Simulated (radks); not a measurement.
Results of a calculation; reference values are marked as such.
Excited configurations of the holmium ion Ho+: one electron is placed in a higher orbital outside [Xe] 4f11. The ground configuration is [Xe] 4f11 6s1. Code: a radial shooting solver on a logarithmic mesh with Libxc functionals. Model: scalar-relativistic Kohn-Sham, PBE, spin-polarised, spherical densities, point nucleus; open shells are filled with parallel spins first (spin-orbit coupling, left out, can overturn this in heavy ions). Excitation = E - E(ground); binding = E(ion) - E, where the ion is the core of charge +2; n* = 2/sqrt(2 binding) in atomic units, and the quantum defect is n - n*.

outer orbital  excitation (eV)  binding (eV)     n*  quantum defect  eigenvalue (eV)  <r> (bohr)
5d                       2.322         9.729  2.365           2.635           -6.088       2.931
5f                       8.439         3.612  3.882           1.118           -2.615       8.537
6d                       7.175         4.876  3.341           2.659           -3.710       7.368
6f                       9.615         2.436  4.727           1.273           -1.873       14.61
7s                       6.273         5.778  3.069           3.931           -4.626       7.477
7p                       7.485         4.566  3.452           3.548           -3.613       9.041
7d                       9.052         2.999  4.260           2.740           -2.378       12.96
7f                      10.302         1.749  5.579           1.421           -1.387       21.92

The Delta-SCF ionisation energy is 12.051 eV (NIST Atomic Spectra Database: 11.78 eV, semi-empirical). Self-interaction in the functional shifts the binding energies and quantum defects, so they are the method's values and not measured ones. Open shells are spherical and high-spin; term and fine-structure splittings are not resolved. Spin-orbit splitting is averaged out at the scalar-relativistic level.
